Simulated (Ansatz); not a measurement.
Isolated molecules relaxed with PBE0-D4/def2-TZVP in Ansatz; ΔE leaves out vibrations. CBS: MP2 limit from def2 TZ/QZ plus the TZ coupled-cluster correction, frozen cores. This one scheme is used for every species. Functionals use def2-TZVPP. B3LYP here is the variant with VWN-RPA as its local correlation; programs differ in this. Each species was taken in one conformer, which may not be the lowest.

Consider the redistribution: `O[SiH2][SiH2][SiH3]` + `OBCl` → `O[SiH2][SiH]([SiH3])Cl` + `BO`.

**Question.** Is it downhill or uphill in electronic energy at CCSD(T)/CBS, and by how much? (Estimate.)

**Answer.** Ansatz gave: Uphill: ΔE = +7.2 kJ/mol.

**Question.** What do these levels give: r2SCAN-D4, PBE0-D4, ωB97X-V, ωB97M-V, B2PLYP, r2SCAN, PBE0, B3LYP, MP2/def2-TZVPP, MP2/def2-QZVPP, SCS-MP2/def2-QZVPP, CCSD/CBS(def2)? (An estimate is asked.)

**Answer.** The calculation gave: r2SCAN-D4 14.3, PBE0-D4 12.1, ωB97X-V 8.9, ωB97M-V 8.4, B2PLYP 10.9, r2SCAN 15.3, PBE0 15.5, B3LYP 12.3, MP2/def2-TZVPP 9.9, MP2/def2-QZVPP 6.2, SCS-MP2/def2-QZVPP 5.0, CCSD/CBS(def2) 6.2 kJ/mol.

Largest T1 diagnostic among the species: 0.014.

The D4 term adds −6.0 kJ/mol with B3LYP and −3.4 kJ/mol with PBE0; it sums over pairs of atoms, weighted by their polarisabilities, and B3LYP, whose exchange is more repulsive, gets the larger term. In def2-TZVPP, CCSD(T) changes the Hartree–Fock value by +6.7 kJ/mol (the triples alone add +1.0 kJ/mol) and MP2 by +3.4 kJ/mol.
